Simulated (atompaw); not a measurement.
# Building the PAW (atompaw) potential for Ag (Z = 47) (PBEsol, scalar-relativistic).

The input file (atompaw 4.2.0.5):

```
Ag 47
GGA-PBESOL scalarrelativistic loggrid 1500 logderivrange -9 5 351
5 5 4 0 0 0
5 0 0.75
5 1 0
0 0 0
c
c
c
v
v
c
c
v
v
c
v
2
2.15 1.65 1.50 2.00
n
n
y
0.05
n
custom rrkj vanderbiltortho besselshape
bessel
1.60
2.15
1.40
2.15
2.15
2.15
PWSCFOUT
UPFDX 0.0125d0 UPFXMIN -7.d0 UPFZMESH 47.d0
END
```

Command:

```bash
atompaw < Ag.input > Ag.log
```

Output (summary file):

```
Completed calculations for Ag (AE)

 Exchange-correlation type: GGA, Perdew-Burke-Ernzerhof modified (PBEsol)

 Radial integration grid is logarithmic
 r0 =   1.8425370E-04 h =   8.6599239E-03   n =      1500 rmax =   8.0000000E+01

 Scalar relativistic calculation

 AEatom converged in  36 iterations
   nz     =  47.00
   delta  =       3.809335473029E-16

 All Electron Orbital energies:
  n  l      occupancy      energy
  1  0      2.0000000E+00 -1.8608540E+03
  2  0      2.0000000E+00 -2.7411920E+02
  3  0      2.0000000E+00 -5.0348590E+01
  4  0      2.0000000E+00 -7.1208744E+00
  5  0      7.5000000E-01 -4.4320707E-01
  2  1      6.0000000E+00 -2.4593600E+02
  3  1      6.0000000E+00 -4.1093486E+01
  4  1      6.0000000E+00 -4.4420908E+00
  5  1      0.0000000E+00 -1.3991662E-01
  3  2      1.0000000E+01 -2.6487462E+01
  4  2      1.0000000E+01 -6.8869436E-01

 Total energy
   Total                    :   -10626.91132175756320

 ---
 Completed calculations for Ag (SC)

 Exchange-correlation type: GGA, Perdew-Burke-Ernzerhof modified (PBEsol)

 Radial integration grid is logarithmic
 r0 =   1.8425370E-04 h =   8.6599239E-03   n =      1500 rmax =   8.0000000E+01

 Scalar relativistic calculation

 SCatom converged in   2 iterations
   nz     =  47.00
   delta  =       7.297636032268E-17

 Valence Electron Orbital energies:
  n  l      occupancy      energy
   4  0      2.0000000E+00 -7.1208744E+00
   5  0      7.5000000E-01 -4.4320707E-01
   4  1      6.0000000E+00 -4.4420908E+00
   5  1      0.0000000E+00 -1.3991662E-01
   4  2      1.0000000E+01 -6.8869436E-01

 Total energy
   Total                    :   -10626.91132174395534
   Valence                  :     -551.99634624883379

 PAW parameters:
       lmax =            2
         rc =    2.1613984412802214
        irc =         1083
   rc_shape =    1.6524706749619704
    rc_vloc =    1.5023059686913971
    rc_core =    2.0167149645268041
   Vloc: truncated form - Vps(r)=A.sin(qr)/r for r<rc
   Projector type: RRKJ pseudization + Vanderbilt ortho.
   Bessel compensation charge shape zeroed at   1.6525E+00

 Number of basis functions     6
 No.   n  nodes  l      Energy         Cp coeff         Occ
  1    4    3    0   -0.7120874E+01 -0.4428727E+00  0.2000000E+01
  2    5    4    0   -0.4432071E+00  0.3490867E+01  0.7500000E+00
  3    4    2    1   -0.4442091E+01 -0.2660486E+00  0.6000000E+01
  4    5    3    1   -0.1399166E+00  0.1630415E+02  0.0000000E+00
  5    4    1    2   -0.6886944E+00 -0.5340119E+01  0.1000000E+02
  6  999    2    2    0.5000000E-01 -0.7682364E-01  0.0000000E+00

 Eigenvalues of overlap operator (in the basis of projectors):
    1        6.21306075E-02
    2        3.45822049E-01
    3        5.00711298E-01
    4        2.43385387E+01
    5        2.77745223E+01
    6        3.47660645E+02

 Orbital leakage outside PAW augmentation regions
   orb  is_core?  %out_of_sphere
   1 0    T           0.00
   2 0    T           0.00
   3 0    T           0.00
   4 0    F           0.20
   5 0    F          77.08
   2 1    T           0.00
   3 1    T           0.00
   4 1    F           0.78
   5 1    F          94.00
   3 2    T           0.00
   4 2    F          12.49

 Summary of PAW energies
   Total valence energy     :   -551.99637496268792
   Smooth energy            :    120.57663263773037
   One center               :   -672.57300760041835
   Smooth kinetic           :     69.39374136401349
   Vloc energy              :     35.84226246679395
   Smooth exch-corr         :    -21.01195239460730
   One-center xc            :   -271.95396826267569
```

The run took about 3.5 s on one core of a shared server CPU.
